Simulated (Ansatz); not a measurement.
`[OH][Sc]([Cl])[Cl]` + HCl → `[Cl][Sc]([Cl])[Cl]` + H₂O at 700 K and 1 bar (ligand exchange at the Sc–O bond).

Calculated with Ansatz (gas phase, PBE0-D4/def2-TZVP geometries, no zero-point term in ΔE). CCSD(T)/CBS adds triple-zeta CCSD(T) − MP2 to the extrapolated MP2 energy (def2 sets, frozen cores). This one scheme is used for every species. For Sc outer-core shells are correlated without core-valence functions, which leaves a few kJ/mol of doubt a bond. Scalar relativity is left out up to krypton. One conformer a species, not always the lowest.

| species | CCSD(T)/CBS energy (Eh) | H − E (kJ/mol) | S (J/(mol·K)) |
| --- | --- | --- | --- |
| `[OH][Sc]([Cl])[Cl]` | -1755.74696 | 96.1 | 424.2 |
| HCl | -460.38127 | 38.4 | 211.8 |
| `[Cl][Sc]([Cl])[Cl]` | -2139.76094 | 59.4 | 404.0 |
| H₂O | -76.37941 | 80.5 | 218.4 |

H − E and S are ideal-gas, rigid-rotor, harmonic terms from PBE0-D4/def2-TZVP, for one conformer and one mirror image of each species. 1 Eh = 2625.50 kJ/mol, R = 8.31446 J/(mol·K).

Task: By hand: ΔE, ΔH, ΔS and ΔG.

Result: ΔE = (-2139.76094) + (-76.37941) − (-1755.74696) − (-460.38127) = -0.01212 Eh = -31.8 kJ/mol. Δ(H − E) = 59.4 + 80.5 − 96.1 − 38.4 = 5.4, so ΔH = -26.4 kJ/mol. ΔS = 404.0 + 218.4 − 424.2 − 211.8 = -13.6 J/(mol·K). ΔG = -26.4 − 700 × (-13.6)/1000 = -16.9 kJ/mol.

Task: By hand: the equilibrium constant, and the temperature at which ΔG would vanish if ΔH and ΔS stayed fixed.

Result: log₁₀ K = −ΔG/(RT ln 10) = 1.3. ΔG = 0 at ΔH/ΔS = 1941 K, though so small a ΔS makes that figure unsure.

TΔS isn't small against ΔH here. A doubt of 5 kJ/mol in ΔE shifts log₁₀ K by 0.4 here. Other conformers and mirror images would add mixing entropy, several J/(mol·K) or more a flexible species. These are equilibria of isolated gas molecules and say nothing of rates. Largest T1 diagnostic: 0.015 (customary marks: 0.02 for closed shells, 0.045 for open ones).
